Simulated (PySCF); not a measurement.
## Broadened absorption spectrum of C6H13P

Species: C₆H₁₃P.
SMILES: `C[C@@H]1CCP(C)C1`

Method used: TDDFT CAM-B3LYP/def2-SVPD, vertical, gas phase, core orbitals frozen in the response in PySCF. Isolated species at its GFN2-xTB geometry (one conformer only).

Computed states:

```
state  E (eV)       f
   S1    6.32   0.070
   S2    6.45   0.064
   S3    6.54   0.033
   S4    7.09   0.083
   S5    7.36   0.017
   S6    7.46  0.0004
   S7    7.97   0.045
   S8    8.11   0.058
```

Broadening: Gaussians 0.4 eV wide at half height, area fixed by f = 4.319×10⁻⁹ ∫ε dν̃. The cross-section is σ = 3.8235×10⁻²¹ ε cm², given in Mb (10⁻¹⁸ cm²). The width is an assumption, not a result. The curve ends short of the highest state used, and states not computed would add to its high-energy end.

Problem. Give the broadened spectrum and its maxima.

Solution. 
E (eV), σ (Mb) and a bar:
```
     5.72       0.04 
     5.77       0.10 
     5.82       0.26 
     5.87       0.60 
     5.92       1.29 #
     5.97       2.53 ##
     6.03       5.12 ####
     6.08       8.46 #######
     6.13      12.96 ##########
     6.18      18.43 ###############
     6.23      24.40 ###################
     6.28      30.11 ########################
     6.33      34.71 ############################
     6.38      37.44 ##############################
     6.43      37.81 ##############################
     6.49      35.11 ############################
     6.54      30.75 ########################
     6.59      25.31 ####################
     6.64      19.73 ################
     6.69      14.89 ############
     6.74      11.50 #########
     6.79       9.95 ########
     6.84      10.31 ########
     6.90      12.86 ##########
     6.95      16.03 #############
     7.00      19.29 ###############
     7.05      21.78 #################
     7.10      22.88 ##################
     7.15      22.37 ##################
     7.20      20.45 ################
     7.25      17.59 ##############
     7.30      14.37 ###########
     7.36      10.68 ########
     7.41       8.05 ######
     7.46       5.94 #####
     7.51       4.38 ###
```

Maxima: 193 nm (6.41 eV), ε about 9900, made up of S1 (41%), S2 (42%) and S3 (17%); 174 nm (7.11 eV), ε about 6000, made up of S4 (93%) (ε in L mol⁻¹ cm⁻¹; maxima over ε = 5, shares over 10%).

Problem. What would ε be at 6.41 eV, the highest of these maxima, with half the width (0.2 eV)?

Solution. About 14300 L mol⁻¹ cm⁻¹ against 9930, a factor of about 1.4; a lone state at its own centre would give exactly 2.

Problem. Coming from long wavelengths, where does ε first pass 100 L mol⁻¹ cm⁻¹?

Solution. At about 212 nm (5.84 eV), 0.48 eV below S1.

Problem. On this curve, what absorbance would a 10⁻⁵ mol/L sample give at 193 nm over a 1 cm path?

Solution. 193 nm is 6.424 eV, where ε is about 9900 L mol⁻¹ cm⁻¹, so A = ε c l ≈ 0.099 (Beer–Lambert, with the gas-phase spectrum and the assumed width).
